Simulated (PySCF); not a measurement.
Species: C6H10O.
Bonds: C1–C2 (double), C2–C3, C3–C4 (double), C3–C5, C5–O6, O6–C7. Hydrogens: H8, H9 on C1; H10 on C2; H11, H12 on C4; H13, H14 on C5; H15, H16, H17 on C7.

Torsions of this conformer, `[CH2:1]=[CH:2][C:3](=[CH2:4])[CH2:5][O:6][CH3:7]`: C1–C2–C3–C4 180°, C2–C3–C5–O6 180°, C3–C5–O6–C7 180°.

The closed-shell ground state was solved at several levels (PySCF, density fitting, gas phase, non-relativistic). One conformer (not necessarily the lowest) at the GFN2-xTB geometry, without solvent, vibrations or thermal averaging.

```tsv
level	basis functions	total energy (Eh)	HOMO (eV)	LUMO (eV)	gap (eV)	dipole (D)
PBE0/pcSseg-1	169	-309.4119	-6.75	-0.73	6.02	1.27
wB97X-D/def2-SVPD	223	-309.5037	-8.54	0.97	9.51	1.22
```

(1) What might PBE0/def2-SVPD (223 basis functions) give for the same quantities?

(2) Over all these levels, which gives the widest orbital gap and which the narrowest?

(3) How far do the dipole and the HOMO energy spread over the levels?

Results:

(1) Total energy -309.2418 Eh, HOMO -6.78 eV, LUMO -0.79 eV, gap 5.99 eV, dipole 1.18 D.

(2) wB97X-D/def2-SVPD (range-separated hybrid) has the widest, 9.51 eV, and PBE0/def2-SVPD (global hybrid, 25 % exact exchange) the narrowest, 5.99 eV. The two share the basis. From the narrowest to the widest the HOMO moves by -1.76 eV and the LUMO by +1.76 eV.

(3) The dipole runs from 1.18 to 1.27 D (mean 1.22 D) and the HOMO from -8.54 to -6.75 eV.

wB97X-D is run here without its empirical dispersion term; that term would change no orbital, density or response property at a fixed geometry.
